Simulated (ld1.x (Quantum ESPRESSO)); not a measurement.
## As (Z = 33): TM pseudisation with PBE, fully relativistic reference atom.

```
Element                 : As (Z = 33)
Generator               : ld1.x (Quantum ESPRESSO) 7.5
Type                    : norm-conserving Troullier–Martins (Kleinman–Bylander form)
Functional              : PBE
Relativity              : fully relativistic
Frozen core             : [Ar] 3d10
Valence charge          : 5
Reference configuration : 4s2 4p2 (charge +1)
Partial waves           : 4p (bound): rc 1.40 bohr; 4s (bound): rc 1.20 bohr
Local potential         : the s channel
Core correction         : Bessel-smoothed model core, default radius (core density twice the valence density)
```

Open shells are filled in proportion to 2j + 1 (rel_dist='average').

(1) Estimate the cutoffs (Ry, on a coarse ladder) from which the occupation-weighted sum of valence levels, in a spherical-Bessel basis at the reference potential, stays within 10 and 1 mRy of its value at 400 Ry.

(2) Does the potential have ghost states?

(3) Which valence shell sets the plane-wave cutoff?

(4) Tests: 4s2 4p3; 4s2 4p1; 4s2 4p0; 4s0 4p5; 4s2 4p3.3; 4s1 4p0; 4s1 4p3. Which has the largest error in its energy relative to the reference configuration, and how large is it?

Results:

(1) 80 Ry and 180 Ry.

(2) Ghost states, extra bound levels that the all-electron valence spectrum of the same l lacks: p3/2 at -127.1 eV, p1/2 at -26.9 eV. A true bound ghost makes a file unfit for plane-wave use.

(3) 4s: its level needs 140 Ry to come within 1 mRy, against 60 Ry for 4p.

(4) 4s1 4p0, with -268 meV (all-electron minus pseudo) on +96.28 eV.
